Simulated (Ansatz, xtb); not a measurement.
**Two conformers of BGeH3O2**

Structure X: `OB[O][GeH]`, a singlet. Structure Y: `OB[O][GeH]`, a singlet. Both are isolated molecules in the gas phase, relaxed with PBE-D3(BJ)/def2-SVP.

X (Å):

```json
{"atom": "B", "x (Å)": "0.9962", "y (Å)": "0.2434", "z (Å)": "-1.5132"}
{"atom": "Ge", "x (Å)": "2.9770", "y (Å)": "0.7233", "z (Å)": "0.5918"}
{"atom": "O", "x (Å)": "-0.0745", "y (Å)": "0.6445", "z (Å)": "-0.7845"}
{"atom": "O", "x (Å)": "2.3061", "y (Å)": "0.2393", "z (Å)": "-1.0254"}
{"atom": "H", "x (Å)": "0.2076", "y (Å)": "0.9265", "z (Å)": "0.1195"}
{"atom": "H", "x (Å)": "0.8125", "y (Å)": "-0.1344", "z (Å)": "-2.6538"}
{"atom": "H", "x (Å)": "1.5190", "y (Å)": "1.1585", "z (Å)": "1.2580"}
```

Y (Å):

```xyz
7

B     0.8345    0.0826   -1.1844
Ge    3.2308    1.2158   -0.2002
O    -0.4985   -0.1879   -1.1156
O     1.4361    0.8117   -0.1771
H    -0.8797    0.1988   -0.3022
H     1.4428   -0.3418   -2.1529
H     3.1295    2.0163    1.2089
```

Energies in hartree; the thermal terms are from PBE-D3(BJ)/def2-SVP harmonic frequencies (ideal gas, rigid rotor, one conformer each, 298.15 K, 1 atm) and include the zero-point energy:

|  | X | Y |
| --- | --- | --- |
| E, CCSD(T)/def2-TZVP | −2252.538131 | −2252.541423 |
| zero-point energy | 0.037467 | 0.037522 |
| H(298 K) − E | 0.043680 | 0.044105 |
| G(298 K) − E | 0.008164 | 0.007741 |

Q: Work out ΔE, ΔE₀, ΔH and ΔG for X → Y in kJ/mol (1 Eh = 2625.50 kJ/mol) and the equilibrium ratio [Y]/[X].

A: 1. ΔE = −2252.541423 − (−2252.538131) = −0.003292 Eh = −8.64 kJ/mol.
2. ΔE₀ = ΔE + ΔZPE = −0.003292 + (+0.000055) Eh = −8.50 kJ/mol.
3. ΔH = ΔE + (+0.000425) Eh = −7.53 kJ/mol.
4. ΔG = ΔE + (−0.000423) Eh = −9.75 kJ/mol, so ΔS = (ΔH − ΔG)/T = +7.5 J/(mol K).
5. kT = 0.9442 mEh, so K = [Y]/[X] = exp(−ΔG/kT) = exp(+3.93) ≈ 51.

Structure Y is favoured at this temperature. An error of 4 kJ/mol in ΔG would change K by a factor of 5. Mirror images and further conformers aren't counted.

Other levels gave ΔE = −3.1 (PBE-D3(BJ)/def2-SVP); −14.2 (HF/def2-TZVP); −9.3 (MP2/def2-TZVP) kJ/mol. The correlated steps freeze 12 core orbitals; the filled d shell of Ge is correlated, in a basis made for valence electrons. Programs: Ansatz 0.2.0.
